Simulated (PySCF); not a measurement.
Molecule: SMILES CN(C)/C([SiH3])=P/P, C$_{3}$H$_{11}$NP$_{2}$Si.

Cartesian coordinates in Å; atom numbers follow the order of the lines, from 1:
```xyz
18

C    -1.243    1.862   -0.178
N    -1.003    0.444   -0.128
C    -2.135   -0.433   -0.288
C     0.267    0.001   -0.023
Si    0.632   -1.838    0.348
P     1.532    1.174   -0.061
P     3.247   -0.116   -0.048
H    -2.310    2.067   -0.199
H    -0.798    2.345    0.698
H    -0.766    2.298   -1.063
H    -1.856   -1.317   -0.859
H    -2.536   -0.753    0.679
H    -2.922    0.089   -0.832
H     1.079   -2.487   -0.885
H    -0.599   -2.469    0.839
H     1.611   -1.937    1.432
H     4.063    0.833   -0.656
H     3.728    0.243    1.213
```

Frames of a GFN2-xTB Langevin trajectory at 300 K; GIAO PBE0/pcSseg-1 shieldings in PySCF 2.14, gas phase, non-relativistic; equivalent atoms averaged within each frame.

δ = σ(ref) − σ, references computed at the same level: TMS for ¹³C (σ = 186.93 ppm) and ²⁹Si (σ = 349.16 ppm) and ¹H (σ = 31.72 ppm); ¹⁵N (σ = 267.73 ppm) against NH3; ³¹P (σ = 318.38 ppm) vs H3PO4. The references are static minima.

**Question.** How do the shifts (ppm) fluctuate along the trajectory?

**Answer.** 
```
         time (fs)     C4  C1/C3     N2    Si5     P6      P7  H14/H15/H16  H17/H18  H8/H9/H10/H11/H12/H13
optimised geometry  212.5   47.6  139.9  -89.0   97.5  -214.7         4.76     3.00                   3.29
               250  225.6   47.8  144.5  -91.9  145.4  -200.3         4.58     4.04                   3.72
               425  232.4   51.6  142.3  -97.9  169.4  -204.0         5.12     3.56                   3.58
               625  223.8   41.2  138.5  -82.4  140.0  -197.7         5.06     3.25                   3.63
               800  220.2   49.0  133.2  -77.8  103.5  -208.0         5.23     2.94                   4.10
              1000  217.2   46.5  140.8  -91.7  127.5  -188.3         5.40     3.43                   3.28
    mean of frames  223.9   47.2  139.8  -88.3  137.2  -199.7         5.08     3.44                   3.66
standard deviation    5.8    3.8    4.3    8.1   24.2     7.4         0.31     0.41                   0.30
```

5 frames give an uncertainty of the mean of about the standard deviation over 2.2 at best, since frames this close in time may not be independent; classical motion lacks zero-point vibration, and the reference would need the same averaging.
